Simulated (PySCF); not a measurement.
Method: PBE-D3(BJ)/def2-TZVP // B3LYP-D3(BJ)/def2-SVP run with PySCF. Gas-phase values, no solvent. One relaxed conformer stands for a flexible species; it need not be the lowest. Excitations are Tamm–Dancoff values on a coarser integration grid. The basis has no diffuse functions, so Rydberg states are missing or too high.

Reference species (SMILES): `CN(C)B(N(C)C)N(C)C` (neutral, multiplicity 1).

| Quantity | Result |
|---|---|
| HOMO–LUMO gap | 4.64 eV |
| HOMO | -4.60 eV |
| T1 excitation (TDA) | 4.59 eV |

Changed species: `CN(C)B(I)I` (C–N–B–I torsion 0°) (2 of 3 N(CH3)2 replaced by I; the reference has 0 of 3 N(CH3)2 replaced by I).

Predict the effect on the HOMO–LUMO gap, HOMO and T1 excitation (TDA).

the HOMO–LUMO gap drops by 0.13 eV, to 4.51 eV; the HOMO decreases by 1.32 eV, to -5.92 eV; the T1 excitation (TDA) drops by 0.16 eV, to 4.43 eV.
